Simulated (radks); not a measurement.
Values are calculated unless marked as measured or tabulated.
The rubidium ion Rb2+, configuration [Ar] 3d10 4s1.75 4p5 5p0.25 (fractional occupations, a model configuration). Code: a radial shooting solver on a logarithmic mesh with Libxc functionals. Model: Dirac Kohn-Sham, XLYP, spin-unpolarised, spherical densities, finite nucleus; open shells fill j = l - 1/2 first; Fermi nuclear charge, rms radius 4.2036 fm.

Unscreened Slater integrals over Kohn-Sham orbitals (cm^-1). Large and small components are both included. Empty in this configuration: 5p3/2.

integral,value
"F0(5p1/2,5p1/2)",46246
"F0(5p1/2,4p3/2)",58535
"G2(5p1/2,4p3/2)",4486.6
"F0(5p1/2,4p1/2)",58674
"G0(5p1/2,4p1/2)",3471.2
"F0(5p1/2,4s1/2)",59526
"G1(5p1/2,4s1/2)",5189.1
"F0(5p1/2,5p3/2)",45929
"G2(5p1/2,5p3/2)",24789
"F0(4p3/2,4p3/2)",121040
"F2(4p3/2,4p3/2)",63615
"F0(4p3/2,4p1/2)",122200
"G2(4p3/2,4p1/2)",64150
"F0(4p3/2,4s1/2)",129310
"G1(4p3/2,4s1/2)",86472
"F0(4p3/2,5p3/2)",57860
"F2(4p3/2,5p3/2)",14625
"G0(4p3/2,5p3/2)",3453.0
"G2(4p3/2,5p3/2)",4474.2
"F0(4p1/2,4p1/2)",123400
"F0(4p1/2,4s1/2)",130770
"G1(4p1/2,4s1/2)",88264
"F0(4p1/2,5p3/2)",57996
"G2(4p1/2,5p3/2)",4490.5
"F0(4s1/2,4s1/2)",139810
"F0(4s1/2,5p3/2)",58835
"G1(4s1/2,5p3/2)",5350.0
"F0(5p3/2,5p3/2)",45620
"F2(5p3/2,5p3/2)",24639
